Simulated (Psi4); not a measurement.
hydrogen chloride (HCl), singlet, at a GFN2-xTB geometry.

Here is a job for Psi4.
```
memory 2 GB

molecule {
0 1
Cl   -0.00000000   -0.00000000   -0.07094563
H     0.00000000    0.00000000    1.20607566
}

set {
  basis def2-svp
  freeze_core true
  mp2_type conv
  scf_type pk
  puream true
  d_convergence 1e-8
}

energy('ccsd(t)')
print_variables()
```

Question: What number of basis functions does CCSD(T)/def2-SVP run with Psi4 give?

Answer: 23

Question: What nuclear repulsion energy does CCSD(T)/def2-SVP give?

Answer: 7.0445 Eh

Question: What MP2 correlation energy does CCSD(T)/def2-SVP give?

Answer: -0.1450 Eh

Question: What is the computed total energy (CCSD(T)/def2-SVP)?

Answer: -460.1022 Eh

Question: Estimate the coupled-cluster correlation energy (without the perturbative part) that CCSD(T)/def2-SVP returns for this input.

Answer: -0.1617 Eh
